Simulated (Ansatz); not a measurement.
CaTe2⁺. The state is a doublet with charge 1. Geometry r2SCAN-D4/def2-TZVP, that of the neutral singlet; atoms count from 1.

Cartesian coordinates in Å:
```
Ca 0.1577 -0.5383 -1.5223
Te -0.4278 -1.0378 1.1871
Te 0.2700 1.5761 0.3352
```

In the def2 sets Te takes a core potential; there is no spin–orbit coupling. The structure comes from a short search, and lower isomers may exist.

Q: Estimate the Mulliken populations from the PBE0/def2-TZVP orbitals of Ansatz.

A: 
```
atom  charge (e)  spin (α − β)
 Ca1        1.15         -0.03
 Te2       -0.07          0.51
 Te3       -0.07          0.51
```
Mulliken values depend strongly on the basis.

Q: Where does the spin sit?

A: Summed by element: Ca -0.03, Te 1.03, of 1 unpaired in all. Largest on single atoms: Te3 0.51, Te2 0.51, Ca1 -0.03.

Q: And the Mayer bond orders between heavy atoms (over 0.3)?

A: Ca1–Te2 0.75 (2.82 Å); Ca1–Te3 0.75 (2.82 Å); Te2–Te3 1.40 (2.84 Å).
